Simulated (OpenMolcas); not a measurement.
# N3+: effect of the active space

```
Program             : OpenMolcas
Method              : CASSCF or its RAS form
Basis               : ANO-RCC-VTZP
Scalar Hamiltonian  : DKH2, point nucleus
Spin-orbit coupling : RASSI with atomic mean-field integrals over the reference wave functions, term energies averaged over their components
```

A. 2 electrons in 4 orbitals (2s 2p); 2S+1 = 3 even, 3 roots; 2S+1 = 1 even, 7 roots; 2S+1 = 3 odd, 3 roots; 2S+1 = 1 odd, 3 roots; cost of the order of 14 core-seconds
B. 2 electrons in 8 orbitals (2s 2p 3s 3p); 2S+1 = 3 even, 3 roots; 2S+1 = 1 even, 7 roots; 2S+1 = 3 odd, 3 roots; 2S+1 = 1 odd, 3 roots; cost about 21 core-seconds
C. 2 electrons in 9 orbitals (RAS2 2s 2p; RAS3 3d, at most 2 electrons); 2S+1 = 3 even, 3 roots; 2S+1 = 1 even, 7 roots; 2S+1 = 3 odd, 3 roots; 2S+1 = 1 odd, 3 roots; cost of the order of 24 core-seconds

Energies in cm-1 above 2s2 1S0, the measured ground level; measured values from Moore, Selected Tables of Atomic Spectra, NSRDS-NBS 3, section 4.

```csv
Level,A,B,C,Measured
2s2 1S0,0.0,0.0,0.0,0.0
2s 2p 3P* 0,68012,67982,67082,67209
2s 2p 3P* 1,68083,68052,67152,67272
2s 2p 3P* 2,68223,68192,67292,67416
2s 2p 1P* 1,142235,141271,133479,130694
2p2 3P0,177652,177310,176680,175535
2p2 3P1,177721,177379,176749,175608
2p2 3P2,177858,177516,176886,175733
2p2 1D2,199429,198526,191448,188882
2p2 1S0,249382,244597,243249,235369
```

Deviations, from unrounded energies. A percentage is the sum of absolute deviations over the sum of measured energies, with the sign that they share, or ± where signs differ.

```json
{"Against measurement": "mean absolute deviation (cm-1)", "Levels": "9", "A": "5000", "B": "4100", "C": "1900"}
{"Against measurement": "other configurations (%)", "Levels": "9", "A": "+3.5", "B": "+2.9", "C": "±1.3"}
```

C lies closest to measurement on these levels and A furthest from it. The largest miss of C in the table is 2p2 1S0, by +7900 cm-1. The ranking rests on the paired levels alone, and a cruder setting can come out closer through cancelling errors.

Among A to C the level of the table that moves most is 2s 2p 1P* 1, by 8800 cm-1 (lowest in C, highest in A).

Active for correlation alone: 3p 3s; no level in the range computed is led by a configuration that fills them, so any true level of that kind is missing (holds for B). Active for correlation alone: 3d; no level in the range computed is led by a configuration that fills it, so any true level of that kind is missing (holds for C). Computed and measured levels are paired by configuration, term and J; levels that our copy of the source lacks, or whose pairing is in doubt (as where it misses far off the trend of its configuration), stay unpaired and out of the deviations. Only configurations of the active space appear.

* marks odd parity.
